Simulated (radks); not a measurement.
The numbers below are computed, except where a source is named.
How relativity changes the ionisation of neutral tantalum ([Xe] 4f14 5d3 6s2) to Ta+ ([Xe] 4f14 5d3 6s1). Spin-unpolarised spherical Kohn-Sham, PBE, point nucleus unless stated (finite: rms radius 5.3507 fm), a radial shooting solver on a logarithmic mesh with Libxc functionals. A level marked "c x" has the speed of light scaled by that factor and shares open shells by 2j + 1; other Dirac levels either fill j = l - 1/2 first or share by 2j + 1.

| level | E(Ta) (hartree) | E(Ta+) (hartree) | IE (eV) | HOMO | <r> HOMO (bohr) |
|---|---|---|---|---|---|
| non-rel. | -14803.4826 | -14803.2110 | 7.390 | 6s | 3.638 |
| scalar-rel. | -15604.5594 | -15604.2482 | 8.468 | 5d | 2.257 |
| scalar-rel., finite nucleus | -15602.2844 | -15601.9733 | 8.465 | 5d | 2.257 |
| Dirac, 2j+1 shares | -15625.8957 | -15625.5843 | 8.472 | 5d5/2 | 2.307 |
| Dirac, low j first | -15625.9339 | -15625.6263 | 8.371 | 5d3/2 | 2.219 |
| Dirac, 2j+1 shares, finite nucleus | -15623.6004 | -15623.2892 | 8.469 | 5d5/2 | 2.306 |
| Dirac, c x 5 | -14831.9839 | -14831.7111 | 7.424 | 6s1/2 | 3.626 |
| Dirac, c x 10 | -14810.5797 | -14810.3078 | 7.399 | 6s1/2 | 3.635 |
| Dirac, c x 100 | -14803.5534 | -14803.2818 | 7.390 | 6s1/2 | 3.638 |

NIST Atomic Spectra Database: 7.550 eV (measured). The relativistic part of the total energy of Ta is -820.1 hartree (Dirac, 2j+1 shares, finite nucleus), 5.5 % of the non-relativistic value. Spin polarisation and multiplet splitting of open shells are left out at every level.

Beside tabulated values, note that relativity, absent from the non-relativistic runs, is large for the heavy elements, and spin-unpolarised runs miss the spin-polarisation part of the exchange energy of open shells.
